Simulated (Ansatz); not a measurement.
Reaction (substitution at a C–Br bond): `C=CC(Cl)Br` + H–F → `C=CC(F)Cl` + HBr

Program: Ansatz. Geometries: PBE0-D4/def2-TZVP. ΔE: electronic, gas phase. CCSD(T)/CBS is the MP2 limit (def2-TZVPP, def2-QZVPP) plus CCSD(T) − MP2 in def2-TZVPP, frozen cores. This one scheme is used for every species. DFT in def2-TZVPP. B3LYP here is the variant with VWN-RPA as its local correlation; programs differ in this. HSE06 is defined as in plane-wave codes. For Br outer-core shells are correlated without core-valence functions, which leaves a few kJ/mol of doubt a bond. Scalar relativity is left out up to krypton. Each species was taken in one conformer, which may not be the lowest.

```tsv
level	ΔE (kcal/mol)	difference from CCSD(T)/CBS
PBE-D4	2.7	-2.2
B3LYP-D4	1.7	-3.2
ωB97X-V	0.1	-4.8
B2PLYP	1.9	-3.0
PBE	1.3	-3.6
r2SCAN	0.3	-4.6
r2SCANh	0.5	-4.4
r2SCAN0	0.6	-4.3
HSE06	1.3	-3.6
MP2/def2-SVP	-0.5	-5.4
CCSD(T)/def2-SVP	-3.7	-8.6
HF/def2-TZVPP	-3.4	-8.3
HF/def2-QZVPP	-3.3	-8.2
MP2/def2-QZVPP	8.1	3.2
HF/CBS(def2)	-3.3	-8.2
MP2/CBS(def2)	8.7	3.8
CCSD(T)/CBS	4.9	0
```

**Question.** What do rigid-rotor, harmonic-oscillator terms from PBE0-D4/def2-TZVP frequencies (298.15 K, 1 bar) make of the CCSD(T)/CBS value? (Estimate.)

**Answer.** Computed: ΔZPE = -0.7 kcal/mol, ΔH = +3.9 kcal/mol, ΔS = 1 J/(mol·K), ΔG = +3.8 kcal/mol.

Largest T1 diagnostic among the species: 0.011.

From BLYP to BHLYP (50 % exact exchange), in def2-TZVPP and without D4, ΔE moves by −0.9 kcal/mol. At CCSD(T), def2-SVP lies −8.6 kcal/mol from the extrapolated value and def2-TZVPP −1.6 kcal/mol. Leaving LDA and LC-ωPBE aside and taking each functional with its dispersion term where it has one, the values, not all of them listed here, spread over 4.5 kcal/mol, from CAM-B3LYP-D4 to revPBE-D4. LDA lies −0.9 kcal/mol from PBE without D4.
